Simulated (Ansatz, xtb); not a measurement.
## Two isomers of C3H4BrNOSi

Structure X is `[SiH3]c1ocnc1Br`, a singlet and structure Y is `[SiH3]c1ncoc1Br`, a singlet. Both are isolated molecules in the gas phase, relaxed with PBE-D3(BJ)/def2-SVP.

Quicker runs give these differences E(Y) − E(X): GFN2-xTB +2.8 kcal/mol; HF/STO-3G +1.6 kcal/mol (at GFN2-xTB geometries); r2SCAN-D4/def2-SVP +2.9 kcal/mol (at GFN2-xTB geometries).

**Question.** Estimate E(Y) − E(X) at the level CCSD(T)/def2-SVP + ΔMP2/def2-TZVPP.

**Answer.** Calculated at CCSD(T)/def2-SVP + ΔMP2/def2-TZVPP: E(Y) − E(X) = +2.2 kcal/mol, so structure X lies lower.

How the difference moves with the method:

```csv
level,geometry,E(Y) − E(X) (kcal/mol),departure from the last row (kcal/mol),"job, with rough time for the two"
GFN2-xTB,GFN2-xTB,+2.8,+0.7,"optimisation, 0.14 s"
HF/STO-3G,GFN2-xTB,+1.6,−0.6,"single point, 0.54 s"
r2SCAN-D4/def2-SVP,GFN2-xTB,+2.9,+0.7,"single point, 4 s"
PBE-D3(BJ)/def2-SVP,PBE-D3(BJ)/def2-SVP,+2.6,+0.4,"optimisation, 18 s"
HF/def2-SVP,PBE-D3(BJ)/def2-SVP,+2.7,+0.5,part of the CCSD(T) run
MP2/def2-SVP,PBE-D3(BJ)/def2-SVP,+2.3,+0.1,part of the CCSD(T) run
CCSD(T)/def2-SVP,PBE-D3(BJ)/def2-SVP,+2.3,+0.1,single point
CCSD(T)/def2-SVP + ΔMP2/def2-TZVPP,PBE-D3(BJ)/def2-SVP,+2.2,,"single point, 54 s"
```

As drawn, both hold the same kinds of bond in the same numbers.

None of the levels shown reverses the order. The largest departure from CCSD(T)/def2-SVP + ΔMP2/def2-TZVPP is that of r2SCAN-D4/def2-SVP, 0.7 kcal/mol. The last row adds to CCSD(T) the change of the MP2 difference between the two basis sets, here −0.1 kcal/mol.

With thermal terms from frequencies at re-optimised GFN2-xTB minima (ideal gas, soft modes damped towards free rotors, one conformer each, 298.15 K, 1 atm): the zero-point term adds −0.1 kcal/mol; ΔH is +2.0 and ΔG +2.1 kcal/mol.

The correlated steps freeze 19 core orbitals; the filled d shell of Br is correlated, in a basis made for valence electrons. Codes used: Ansatz 0.2.0, xtb 6.7.1; the last row on 2 threads of Intel(R) Xeon(R) 6975P-C (Granite Rapids) on a shared host.
